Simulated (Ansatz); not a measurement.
`C[SiH2][SiH2]C=N` + `[SiH3]S` → `C[SiH2][SiH2]S` + `N=C[SiH3]`  (redistribution)

Computed with Ansatz on PBE0-D4/def2-TZVP structures; ΔE is electronic, products minus reactants. CCSD(T)/CBS adds triple-zeta CCSD(T) − MP2 to the extrapolated MP2 energy (def2 sets, frozen cores). One conformer a species, not always the lowest.

`C[SiH2][SiH2]C=N`:

Cartesian coordinates in Å:
```
C 0.113 1.190 -1.739
Si 0.325 1.432 0.106
Si -0.772 -0.233 1.330
C -0.065 -1.917 0.823
N 0.790 -1.959 -0.116
H 0.525 0.220 -2.025
H 0.632 1.974 -2.295
H -0.943 1.215 -2.017
H 1.764 1.417 0.488
H -0.231 2.751 0.529
H -0.599 -0.083 2.804
H -2.242 -0.264 1.074
H -0.399 -2.829 1.342
H 1.101 -2.915 -0.304
```

`[SiH3]S`:

Cartesian coordinates in Å:
```
Si 0.298 -0.218 0.377
S -0.406 0.144 -1.608
H 0.841 1.016 0.999
H 1.377 -1.222 0.219
H -0.775 -0.760 1.248
H -1.336 1.040 -1.234
```

`C[SiH2][SiH2]S`:

Cartesian coordinates in Å:
```
C 0.354 -1.319 1.265
Si -0.214 -0.908 -0.473
Si 0.348 1.297 -1.011
S -0.550 2.629 0.419
H 1.443 -1.281 1.334
H 0.028 -2.320 1.555
H -0.056 -0.600 1.977
H -1.698 -1.022 -0.577
H 0.381 -1.846 -1.468
H 1.806 1.552 -0.859
H -0.044 1.657 -2.402
H -1.797 2.160 0.241
```

`N=C[SiH3]`:

Z-matrix (Å, degrees):
```
Si
C 1 1.889
H 1 1.488 2 108.9
H 1 1.481 2 109.8 3 -121.3
H 1 1.488 2 108.9 3 117.3
N 2 1.269 1 119.7 3 121.5
H 2 1.102 1 118.3 3 -58.6
H 6 1.023 2 111.5 1 180.0
```

```
           species  HF/def2-QZVPP energy (Eh)
`C[SiH2][SiH2]C=N`                 -713.36872
         `[SiH3]S`                 -688.85910
  `C[SiH2][SiH2]S`                -1018.03796
       `N=C[SiH3]`                 -384.18854
```

Task: Work out ΔE.

Result: ΔE = (-1018.03796) + (-384.18854) − (-713.36872) − (-688.85910) = 0.00132 Eh = +3.5 kJ/mol. CCSD(T)/CBS gives +4.1 kJ/mol.

Largest T1 diagnostic among the species: 0.013.
